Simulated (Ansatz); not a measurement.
Relaxation of CH7Al2NO (12 atoms, charge 0, multiplicity 1), to a largest force component of 0.02 eV/Å in at most 50 steps.

Method: Ansatz, RKS B3LYP-D4/def2-SVP.

```xyz
12
Properties=species:S:1:pos:R:3:forces:R:3
C -1.685 0.601 -1.740 1.45 -2.76 -2.03
Al -0.980 -0.635 -0.427 -0.64 0.25 3.17
Al 1.188 -0.114 0.596 2.72 0.61 0.72
N 1.899 -1.115 2.111 -2.83 0.48 0.26
O 2.257 1.234 -0.080 -1.99 0.13 2.00
H -2.433 0.126 -2.426 -0.33 1.23 0.33
H -0.997 -1.094 -1.897 -0.34 1.13 -2.17
H -0.871 1.106 -2.355 -0.97 -0.08 0.48
H -1.951 -1.603 0.400 -0.12 0.03 -0.16
H 1.841 -2.125 1.842 0.11 0.66 0.34
H 1.079 -1.036 2.872 2.10 -0.31 -1.79
H 1.982 2.053 0.454 0.83 -1.36 -1.15
```

Where does it end, and by what steps?

The forces met the threshold. The force dipped under the threshold on the way, but the program's further checks kept it going. After 19 steps the energy has fallen by 4.231 eV; H10 moved furthest, 1.60 Å. Parted: Al2–H7 (1.54 → 2.55 Å). Joined: C1–H7 (1.84 → 1.11 Å).

```
step  energy less start (eV)  largest force component (eV/Å)  accepted
   0                  0.0000                           3.175       yes
   1                 -1.5813                           2.435       yes
   2                 -2.7119                           1.542       yes
   3                 -2.8392                           4.268       yes
   4                 -3.3704                           0.466       yes
   5                 -3.5261                           0.556       yes
   6                 -3.6440                           1.509       yes
   7                 -3.8112                           0.808       yes
   8                 -3.9261                           0.890       yes
   9                 -4.0301                           0.519       yes
  10                 -4.1171                           0.377       yes
  11                 -4.1838                           0.343       yes
  12                 -4.2151                           0.194       yes
  13                 -4.2266                           0.064       yes
  14                 -4.2291                           0.019       yes
  15                 -4.2300                           0.030       yes
  16                 -4.2302                           0.020       yes
  17                 -4.2304                           0.010       yes
  18                 -4.2305                           0.013       yes
  19                 -4.2306                           0.019       yes
```

```xyz
12
Properties=species:S:1:pos:R:3
C -1.615 0.071 -2.118
Al -1.191 -0.574 -0.307
Al 1.077 -0.093 0.801
N 1.740 -1.074 2.136
O 1.991 1.237 0.209
H -2.683 0.317 -2.245
H -1.388 -0.730 -2.849
H -1.013 0.948 -2.409
H -2.305 -1.451 0.435
H 2.639 -0.958 2.596
H 1.242 -1.851 2.562
H 2.836 1.554 0.540
```

Whether the end is a true minimum wasn't checked by a vibrational analysis.

Run time: 47 s on 2 threads of Intel(R) Xeon(R) Platinum 8488C (Sapphire Rapids), on a shared host, peak memory 0.26 GiB.
